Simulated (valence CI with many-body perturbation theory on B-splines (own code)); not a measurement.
# Forbidden lines of Pr36+

Computed by configuration interaction combined with many-body perturbation theory (CI+MBPT): five valence electrons over a frozen Dirac-Fock core [Ar], a basis of 7 s, 7 p, 8 d, 6 f, 4 g, 1 h functions for each j, with the one-electron correlation potential Σ1 (screened to all orders), the two-electron term Σ2, the three-electron term Σ3, Breit, model QED; selected single and double excitations, second order for the rest, scaled by the run's own slope (own B-spline code, finite nucleus).

No measured spectrum was set against this ion. As an estimate, large intervals hold to a few tenths of a per cent, small ones and those within an open d or f shell to about a per cent. Only levels of the ground parity were solved; by the run's estimate the other parity begins above the list, which can be wrong where configurations are misplaced.

Lines 51 to 100 of 120 in falling wavelength, among levels below 892180 cm⁻¹, chosen from the decays that carry over 1 % of a level's rate. Wavelengths and rates use the calculated energies. S is in atomic units (e²a₀⁴ for E2 and M2, e²a₀⁶ for E3), for M1 in squared Bohr magnetons. Weak lines are less certain than strong ones. Lines between different terms over intervals too small for the method are left out, as are lines whose strength nearly cancels.

Levels are named by their leading jj configuration (3d3/2^4 stands for four electrons in 3d with j = 3/2), which in mixed levels can hold well under half, so a name can repeat and another be missing. Letters in brackets count levels of one name in rising energy.

```csv
λ vac (nm),Upper,Lower,Type,A (s⁻¹),S (a.u.)
54.44,(3d3/2^2 3d5/2^3) J=9/2 [a],(3d3/2^3 3d5/2^2) J=7/2 [a],M1,4.05e+04,2.42e+00
54.23,(3d3/2^2 3d5/2^3) J=7/2 [c],(3d3/2^2 3d5/2^3) J=5/2 [a],M1,3.60e+03,1.70e-01
54.01,(3d3/2 3d5/2^4) J=5/2 [a],(3d3/2^2 3d5/2^3) J=7/2 [a],M1,7.46e+04,2.61e+00
53.28,(3d3/2^2 3d5/2^3) J=9/2 [c],(3d3/2^2 3d5/2^3) J=11/2,M1,3.39e+03,1.90e-01
52.89,(3d3/2^2 3d5/2^3) J=1/2 [a],(3d3/2^3 3d5/2^2) J=3/2 [a],M1,8.05e+04,8.83e-01
52.69,(3d3/2^2 3d5/2^3) J=5/2 [c],(3d3/2^3 3d5/2^2) J=7/2 [b],M1,4.72e+04,1.54e+00
52.44,(3d3/2^2 3d5/2^3) J=13/2,(3d3/2^3 3d5/2^2) J=11/2,M1,1.57e+04,1.18e+00
50.35,(3d3/2^2 3d5/2^3) J=3/2 [a],(3d3/2^3 3d5/2^2) J=3/2 [a],M1,1.18e+05,2.24e+00
50.24,(3d3/2^2 3d5/2^3) J=5/2 [a],(3d3/2^3 3d5/2^2) J=5/2 [a],M1,1.89e+05,5.34e+00
49.44,(3d3/2^3 3d5/2^2) J=7/2 [a],(3d3/2^4 3d5/2) J=5/2,M1,4.09e+04,1.46e+00
49.01,(3d3/2 3d5/2^4) J=3/2 [a],(3d3/2^2 3d5/2^3) J=5/2 [b],M1,5.10e+04,8.91e-01
47.84,(3d3/2^3 3d5/2^2) J=3/2 [a],(3d3/2^4 3d5/2) J=5/2,M1,1.46e+05,2.38e+00
47.55,(3d3/2 3d5/2^4) J=11/2,(3d3/2^2 3d5/2^3) J=13/2,M1,3.64e+04,1.74e+00
47.12,(3d3/2^2 3d5/2^3) J=5/2 [b],(3d3/2^3 3d5/2^2) J=3/2 [a],M1,1.79e+04,4.16e-01
46.50,(3d3/2 3d5/2^4) J=7/2 [a],(3d3/2^2 3d5/2^3) J=9/2 [a],M1,1.07e+05,3.18e+00
46.21,(3d3/2^2 3d5/2^3) J=9/2 [b],(3d3/2^3 3d5/2^2) J=9/2,M1,1.04e+05,3.82e+00
45.94,(3d3/2 3d5/2^4) J=3/2 [a],(3d3/2^2 3d5/2^3) J=3/2 [a],M1,1.40e+05,2.01e+00
45.66,(3d3/2^2 3d5/2^3) J=5/2 [b],(3d3/2^3 3d5/2^2) J=7/2 [a],M1,3.73e+04,7.90e-01
45.47,(3d3/2^2 3d5/2^3) J=7/2 [b],(3d3/2^3 3d5/2^2) J=5/2 [b],M1,2.06e+03,5.73e-02
45.29,(3d3/2^3 3d5/2^2) J=3/2 [b],(3d3/2^3 3d5/2^2) J=5/2 [a],M1,7.77e+03,1.07e-01
45.02,(3d3/2 3d5/2^4) J=5/2 [a],(3d3/2^2 3d5/2^3) J=5/2 [a],M1,2.61e+05,5.29e+00
44.15,(3d3/2 3d5/2^4) J=5/2 [b],(3d3/2^2 3d5/2^3) J=5/2 [b],M1,6.08e+04,1.16e+00
44.08,(3d3/2^2 3d5/2^3) J=7/2 [c],(3d3/2^3 3d5/2^2) J=7/2 [b],M1,4.29e+04,1.09e+00
44.01,(3d3/2 3d5/2^4) J=3/2 [a],(3d3/2^2 3d5/2^3) J=1/2 [a],M1,1.24e+05,1.57e+00
43.99,(3d3/2 3d5/2^4) J=11/2,(3d3/2^2 3d5/2^3) J=9/2 [a],M1,4.16e+04,1.58e+00
43.28,(3d3/2^2 3d5/2^3) J=7/2 [b],(3d3/2^3 3d5/2^2) J=9/2,M1,2.68e+04,6.45e-01
42.48,(3d3/2 3d5/2^4) J=7/2 [a],(3d3/2^2 3d5/2^3) J=7/2 [a],M1,9.04e+04,2.06e+00
42.37,(3d3/2^2 3d5/2^3) J=7/2 [a],(3d3/2^3 3d5/2^2) J=5/2 [a],M1,2.13e+04,4.82e-01
42.31,(3d3/2^2 3d5/2^3) J=3/2 [b],(3d3/2^3 3d5/2^2) J=1/2,M1,1.40e+04,1.57e-01
41.56,(3d3/2^2 3d5/2^3) J=9/2 [b],(3d3/2^3 3d5/2^2) J=11/2,M1,3.86e+04,1.03e+00
41.46,(3d3/2 3d5/2^4) J=11/2,(3d3/2^2 3d5/2^3) J=11/2,M1,1.55e+05,4.91e+00
40.58,(3d3/2^2 3d5/2^3) J=3/2 [b],(3d3/2^3 3d5/2^2) J=5/2 [b],M1,1.69e+04,1.68e-01
39.90,(3d3/2^2 3d5/2^3) J=9/2 [b],(3d3/2^3 3d5/2^2) J=7/2 [a],M1,3.10e+04,7.31e-01
38.54,(3d3/2^2 3d5/2^3) J=1/2 [b],(3d3/2^3 3d5/2^2) J=1/2,M1,5.00e+04,2.12e-01
37.79,(3d3/2 3d5/2^4) J=5/2 [a],(3d3/2^3 3d5/2^2) J=7/2 [b],M1,5.69e+03,6.84e-02
37.70,(3d3/2^2 3d5/2^3) J=7/2 [b],(3d3/2^3 3d5/2^2) J=7/2 [a],M1,2.16e+03,3.43e-02
37.68,(3d3/2^2 3d5/2^3) J=7/2 [c],(3d3/2^3 3d5/2^2) J=5/2 [b],M1,2.08e+04,3.30e-01
37.46,(3d3/2^2 3d5/2^3) J=5/2 [c],(3d3/2^3 3d5/2^2) J=3/2 [a],M1,2.96e+04,3.46e-01
36.71,(3d3/2 3d5/2^4) J=7/2 [a],(3d3/2^2 3d5/2^3) J=5/2 [a],M1,1.19e+04,1.74e-01
36.55,(3d3/2^2 3d5/2^3) J=9/2 [c],(3d3/2^3 3d5/2^2) J=7/2 [b],M1,4.45e+04,8.05e-01
36.54,(3d3/2^2 3d5/2^3) J=5/2 [c],(3d3/2^3 3d5/2^2) J=7/2 [a],M1,7.47e+04,8.10e-01
36.17,(3d3/2^2 3d5/2^3) J=7/2 [c],(3d3/2^3 3d5/2^2) J=9/2,M1,4.71e+04,6.61e-01
35.96,(3d3/2^2 3d5/2^3) J=3/2 [a],(3d3/2^3 3d5/2^2) J=5/2 [a],M1,9.13e+04,6.30e-01
35.44,(3d3/2 3d5/2^4) J=5/2 [b],(3d3/2^2 3d5/2^3) J=7/2 [a],M1,3.18e+04,3.15e-01
35.09,(3d3/2^2 3d5/2^3) J=3/2 [b],(3d3/2^3 3d5/2^2) J=3/2 [a],M1,2.31e+04,1.48e-01
34.95,(3d3/2^3 3d5/2^2) J=7/2 [b],(3d3/2^4 3d5/2) J=5/2,M1,6.41e+03,8.11e-02
33.70,(3d3/2 3d5/2^4) J=3/2 [a],(3d3/2^2 3d5/2^3) J=5/2 [a],M1,2.98e+04,1.69e-01
33.63,(3d3/2 3d5/2^4) J=5/2 [b],(3d3/2^3 3d5/2^2) J=3/2 [b],M1,3.56e+04,3.01e-01
32.99,(3d3/2 3d5/2^4) J=5/2 [a],(3d3/2^3 3d5/2^2) J=5/2 [b],M1,5.26e+04,4.20e-01
32.46,(3d3/2^2 3d5/2^3) J=1/2 [b],(3d3/2^3 3d5/2^2) J=3/2 [a],M1,1.21e+05,3.06e-01
```
